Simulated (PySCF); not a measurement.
B(F)(Me)2 (C2H6BF), SMILES CB(C)F.

Geometry: B3LYP-D3(BJ)/def2-SVP.

These are PySCF 2.14.0 with B3LYP-D3(BJ)/def2-SVP values and carry that method's errors.

Frequencies are harmonic and unscaled.

| mode | ν (cm⁻¹) | IR (km/mol) | Raman (Å⁴/amu) | depolarisation | moving atoms (share of kinetic energy) |
|---|---|---|---|---|---|
| 1 | 49 | 0.2 | 0.1 | 0.75 | H 91 % |
| 2 | 100 | 0.9 | 0.2 | 0.75 | H 97 % |
| 3 | 305 | 0.0 | 0.2 | 0.41 | H 44 %, C 33 %, F 16 %, B 8 % |
| 4 | 379 | 1.3 | 0.1 | 0.75 | H 48 %, B 33 %, F 12 % |
| 5 | 415 | 7.0 | 0.6 | 0.75 | F 33 %, H 29 %, C 22 %, B 16 % |
| 6 | 660 | 0.2 | 1.5 | 0.16 | H 69 %, C 26 % |
| 7 | 733 | 0.7 | 7.1 | 0.10 | C 49 %, H 37 %, F 13 % |
| 8 | 821 | 0.8 | 1.2 | 0.75 | H 70 %, C 27 % |
| 9 | 890 | 1.5 | 1.6 | 0.65 | H 58 %, C 25 %, F 16 % |
| 10 | 950 | 47.9 | 0.4 | 0.75 | B 40 %, H 39 %, C 21 % |
| 11 | 1163 | 79.4 | 2.1 | 0.75 | B 52 %, H 44 % |
| 12 | 1279 | 38.2 | 5.1 | 0.67 | H 57 %, B 23 %, C 11 %, F 8 % |
| 13 | 1348 | 187.4 | 0.7 | 0.75 | H 50 %, C 32 %, B 18 % |
| 14 | 1351 | 217.1 | 3.9 | 0.75 | H 41 %, B 34 %, C 16 %, F 9 % |
| 15 | 1424 | 1.2 | 19.7 | 0.75 | H 96 % |
| 16 | 1431 | 3.6 | 21.6 | 0.75 | H 91 % |
| 17 | 1445 | 10.1 | 4.3 | 0.75 | H 93 % |
| 18 | 1446 | 20.7 | 11.5 | 0.72 | H 84 %, B 9 % |
| 19 | 3012 | 1.3 | 2.0 | 0.75 | H 96 % |
| 20 | 3013 | 0.0 | 257.9 | 0.03 | H 96 % |
| 21 | 3088 | 1.5 | 132.7 | 0.51 | H 92 %, C 8 % |
| 22 | 3088 | 15.4 | 31.8 | 0.75 | H 92 %, C 8 % |
| 23 | 3131 | 7.7 | 77.0 | 0.75 | H 90 %, C 10 % |
| 24 | 3132 | 17.1 | 72.9 | 0.71 | H 91 %, C 9 % |
